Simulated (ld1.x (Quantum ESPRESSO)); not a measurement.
**Before and after: TM potential for Tb**

Tb, norm-conserving Troullier–Martins (Kleinman–Bylander form), made with ld1.x (Quantum ESPRESSO) 7.5 (revPBE, non-relativistic). Core [Kr] 4d10, reference 4f9 5s2 5p6 5d0 6s2 6p0. Waves: 5s (bound): rc 1.70 bohr; 5p (bound): rc 2.10 bohr; 4f (bound): rc 1.30 bohr; 5d (bound, empty): rc 2.30 bohr. Local part: the d channel. Core correction: none.

Occupied shells without a wave of their own: 6s. They enter only through the test configuration that unscreens the potential.

Change: core correction a·sin(br)/r model core inside 1.42 bohr (6s counted twice).

Cutoffs: the cutoffs (Ry, on a coarse ladder) from which the occupation-weighted sum of valence levels, in a spherical-Bessel basis at the reference potential, stays within 10 and 1 mRy of its value at 400 Ry; they do not see the model core or the augmentation charge, which bear on the density cutoff. Errors are all-electron minus pseudo energies relative to the spin-unpolarised reference configuration.

Q: What does the change do?

A: The number of tests with a reliable result goes from 7 to 6; of the 6 tests that both files solve, the error grows in 3 and shrinks in 2 by more than 15 % and 0.3 meV (median size 204.2 → 292.9 meV); neither file shows a bound ghost. In the changed file ld1.x takes every shell without a wave as core, so the model core holds the 6s electrons as well and exchange and correlation see them twice. This cancels in the reference configuration, but the file is broken for other ones, and its errors say nothing about a proper core correction. A model core, the more so a compact one, raises the density cutoff, which this test does not measure.

```tsv
quantity	base	changed
cutoff, loose	230 Ry	230 Ry
cutoff, tight	over 300 Ry	over 300 Ry
bound ghosts	none	none
largest miss of a reference level, eV	0.08	0.08
tests with a reliable result	7 of 7	6 of 7
error for 4f9 5s2 5p6 5d0 6s1 6p0, meV [ΔE 5.70 eV]	+107	-36
error for 4f9 5s2 5p6 5d0 6s0 6p0, meV [ΔE 16.37 eV]	+298	-286
error for 4f8 5s2 5p6 5d0 6s0 6p0, meV [ΔE 45.35 eV]	+231	-412
error for 4f8 5s2 5p6 5d1 6s1 6p0, meV [ΔE 13.67 eV]	-177	-300
error for 4f8 5s2 5p6 5d0 6s2 6p0, meV [ΔE 14.34 eV]	-310	-364
error for 4f9 5s2 5p6 5d1 6s1 6p0, meV [ΔE 1.67 eV]	+62	+33
s: phases at 2.51 bohr within 0.05 rad from the reference energy up to (Ry; the scan ends near 5)	0.3	0.3
p: phases at 2.51 bohr within 0.05 rad from the reference energy up to (Ry; the scan ends near 5)	1.1	1.1
d: phases at 2.51 bohr within 0.05 rad from the reference energy up to (Ry; the scan ends near 5)	3.8	3.8
f: phases at 2.51 bohr within 0.05 rad from the reference energy up to (Ry; the scan ends near 5)	1.2	1.2
```

Base: The 6s level has no wave, so the channel is fitted at the deeper level alone: the likely source of the large errors.
